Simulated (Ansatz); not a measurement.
The molecule Lu$_{2}$, multiplicity 3 (lowest of 2S+1 = 1, 3 at PBE0/def2-TZVPP; our sources give no spin for the ground state, which may be another). No spin–orbit coupling.

Constants: fifth-degree fit in 1/R to seven points, most abundant isotopes. Runs in def2 and cc sets follow the lowest solution found near the PBE0 minimum.

Run with Ansatz (a quantum-chemistry and plane-wave program). Values without a source in brackets are computed. In def2 rows elements past Kr take small-core potentials, without spin–orbit coupling.

Task: What bond length and harmonic frequency does PBE/def2-TZVPP give?

Result: r_e = 3.084 Å, ω_e = 113 cm⁻¹.

Task: What bond length and harmonic frequency does PBE0/def2-TZVPP give?

Result: r_e = 3.071 Å, ω_e = 119 cm⁻¹.

Task: What bond length and harmonic frequency does BHLYP/def2-TZVPP give?

Result: r_e = 3.079 Å, ω_e = 118 cm⁻¹.
